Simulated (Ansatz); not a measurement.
Computed with Ansatz on PBE0-D4/def2-TZVP structures; ΔE is electronic, products minus reactants. CBS: MP2 limit from def2 TZ/QZ plus the TZ coupled-cluster correction, frozen cores. DFT in def2-TZVPP. For Br outer-core shells are correlated without core-valence functions, which leaves a few kJ/mol of doubt a bond. Scalar relativity is left out up to krypton. Each species was taken in one conformer, which may not be the lowest.

`[CH3][Al]([SiH3])[Br]` + `OC[SiH2]Cl` → `[CH3][Al]([Cl])[Br]` + `OC[SiH2][SiH3]`  (redistribution)

```csv
level,ΔE (kcal/mol),difference from CCSD(T)/CBS
r2SCAN-D4,-14.4,-0.6
PBE0-D4,-13.3,0.5
B2PLYP,-13.9,-0.1
PBE0,-13.3,0.5
CCSD/def2-TZVPP,-13.9,-0.1
CCSD(T)/def2-TZVPP,-13.9,-0.1
HF/def2-QZVPP,-14.0,-0.2
SCS-MP2/def2-QZVPP,-13.8,0.0
HF/CBS(def2),-13.9,-0.1
MP2/CBS(def2),-14.0,-0.2
CCSD(T)/CBS,-13.8,0
```

Largest T1 diagnostic among the species: 0.012.
